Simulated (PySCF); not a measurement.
phosphorus atom (P), quartet; PySCF with CCSD(T)/def2-TZVP.

Input for PySCF:
```python
from pyscf import gto, scf, cc

mol = gto.Mole()
mol.atom = '''
    P     0.000000    0.000000    0.000000
'''
mol.basis = 'def2-tzvp'
mol.charge = 0
mol.spin = 3
mol.verbose = 4
mol.build()

mf = scf.UHF(mol)
mf.kernel()

mycc = cc.CCSD(mf)
mycc.iterative_damping = 0.8
mycc.kernel()
et = mycc.ccsd_t()
print('E(CCSD(T)) = %.10f' % (mycc.e_tot + et))
mf.analyze()
```

What the program printed (banner, timings and long lists left out):

```
PySCF version 2.14.0

[INPUT] verbose = 4
[INPUT] num. atoms = 1
[INPUT] num. electrons = 15
[INPUT] charge = 0
[INPUT] spin (= nelec alpha-beta = 2S) = 3
[INPUT] symmetry False subgroup None
[INPUT] Mole.unit = angstrom
[INPUT] Symbol           X                Y                Z      unit          X                Y                Z       unit  Magmom
[...]
nuclear repulsion = 0
number of shells = 13
number of NR pGTOs = 63
number of NR cGTOs = 37
basis = def2-tzvp
ecp = {}

******** <class 'pyscf.scf.uhf.UHF'> ********
method = UHF
initial guess = minao
damping factor = 0
level_shift factor = 0
DIIS = <class 'pyscf.scf.diis.CDIIS'>
diis_start_cycle = 1
diis_space = 8
diis_damp = 0
SCF conv_tol = 1e-09
SCF conv_tol_grad = None
SCF max_cycles = 50
direct_scf = True
direct_scf_tol = 1e-13
number electrons alpha = 9  beta = 6
Set gradient conv threshold to 3.16228e-05
init E= -340.342463808972

cycle= 1 E= -340.693664978278  delta_E= -0.351  |g|= 0.122  |ddm|= 0.692
cycle= 2 E= -340.708945953169  delta_E= -0.0153  |g|= 0.0398  |ddm|= 0.254
cycle= 3 E= -340.709690841645  delta_E= -0.000745  |g|= 0.0107  |ddm|= 0.0644
cycle= 4 E= -340.709847629459  delta_E= -0.000157  |g|= 0.00302  |ddm|= 0.0384
cycle= 5 E= -340.70986199879  delta_E= -1.44e-05  |g|= 0.000679  |ddm|= 0.014
cycle= 6 E= -340.709862621366  delta_E= -6.23e-07  |g|= 5.35e-05  |ddm|= 0.0035
cycle= 7 E= -340.709862624324  delta_E= -2.96e-09  |g|= 4.11e-06  |ddm|= 0.000229
cycle= 8 E= -340.709862624337  delta_E= -1.37e-11  |g|= 2.36e-07  |ddm|= 1.5e-05
Extra cycle  E= -340.709862624337  delta_E= 1.14e-13  |g|= 5.83e-08  |ddm|= 4.64e-07
converged SCF energy = -340.709862624337  <S^2> = 3.750121  2S+1 = 4.0000605

******** <class 'pyscf.cc.uccsd.UCCSD'> ********
CC2 = 0
CCSD nocc = (np.int64(9), np.int64(6)), nmo = (37, 37)
max_cycle = 50
direct = 0
conv_tol = 1e-07
conv_tol_normt = 1e-06
diis_space = 6
diis_start_cycle = 0
diis_start_energy_diff = 1e+09
Init t2, MP2 energy = -0.182631971001172
Init E_corr(UCCSD) = -0.182631971001174
cycle = 1  E_corr(UCCSD) = -0.193262807026103  dE = -0.010630836  norm(t1,t2) = 0.0416499
cycle = 2  E_corr(UCCSD) = -0.197347050662923  dE = -0.00408424364  norm(t1,t2) = 0.0175385
cycle = 3  E_corr(UCCSD) = -0.200142107201986  dE = -0.00279505654  norm(t1,t2) = 0.00801626
cycle = 4  E_corr(UCCSD) = -0.200033332761424  dE = 0.000108774441  norm(t1,t2) = 0.00121709
cycle = 5  E_corr(UCCSD) = -0.200041394100547  dE = -8.06133912e-06  norm(t1,t2) = 0.0001965
[...]
E(UCCSD) = -340.9099015257318  E_corr = -0.2000389013944393
[...]
UCCSD(T) correction = -0.00472323310054871
E(CCSD(T)) = -340.9146247588
**** SCF Summaries ****
Total Energy =                        -340.709862624337347
Nuclear Repulsion Energy =               0.000000000000000
One-electron Energy =                 -471.499238937712676
Two-electron Energy =                  130.789376313375328
Two-electron Coulomb Energy =          153.431500698383672
DFT Exchange-Correlation Energy =      -22.642124385008344
**** MO energy ****
                             alpha | beta                alpha | beta
[...]
To work with the spin densities directly, `use mulliken_meta_spin()` only printing them here.

 ** Mulliken spin pop alpha/beta on meta-lowdin orthogonal AOs **
 ** Mulliken Spin Density (per AO)  **
spin_pop of  0 P 1s       -0.00000
spin_pop of  0 P 2s       -0.00005
spin_pop of  0 P 3s       -0.00015
spin_pop of  0 P 4s        0.00020
spin_pop of  0 P 5s       -0.00001
spin_pop of  0 P 2px       0.00005
spin_pop of  0 P 2py       0.00005
spin_pop of  0 P 2pz       0.00005
spin_pop of  0 P 3px       0.99972
spin_pop of  0 P 3py       0.99972
spin_pop of  0 P 3pz       0.99972
spin_pop of  0 P 4px       0.00014
spin_pop of  0 P 4py       0.00014
spin_pop of  0 P 4pz       0.00014
spin_pop of  0 P 5px       0.00010
spin_pop of  0 P 5py       0.00010
spin_pop of  0 P 5pz       0.00010
spin_pop of  0 P 6px       0.00000
spin_pop of  0 P 6py       0.00000
spin_pop of  0 P 6pz       0.00000
spin_pop of  0 P 3dxy      0.00000
spin_pop of  0 P 3dyz      0.00000
spin_pop of  0 P 3dz^2     0.00000
spin_pop of  0 P 3dxz      0.00000
spin_pop of  0 P 3dx2-y2    0.00000
spin_pop of  0 P 4dxy      0.00000
spin_pop of  0 P 4dyz      0.00000
spin_pop of  0 P 4dz^2     0.00000
spin_pop of  0 P 4dxz      0.00000
spin_pop of  0 P 4dx2-y2    0.00000
spin_pop of  0 P 4f-3      0.00000
spin_pop of  0 P 4f-2     -0.00000
spin_pop of  0 P 4f-1      0.00000
spin_pop of  0 P 4f+0      0.00000
spin_pop of  0 P 4f+1      0.00000
spin_pop of  0 P 4f+2      0.00000
spin_pop of  0 P 4f+3      0.00000
 ** Mulliken Spin Density (per atom)  **
spin density of  0 P =      3.00000
 ** Mulliken pop alpha/beta on meta-lowdin orthogonal AOs **
 ** Mulliken pop       alpha | beta **
[...]
In total             9.00000 | 6.00000
 ** Mulliken atomic charges   ( Nelec_alpha | Nelec_beta ) **
charge of  0P =     -0.00000  (     9.00000      6.00000 )
Dipole moment(X, Y, Z, Debye):  0.00000, -0.00000, -0.00000
```
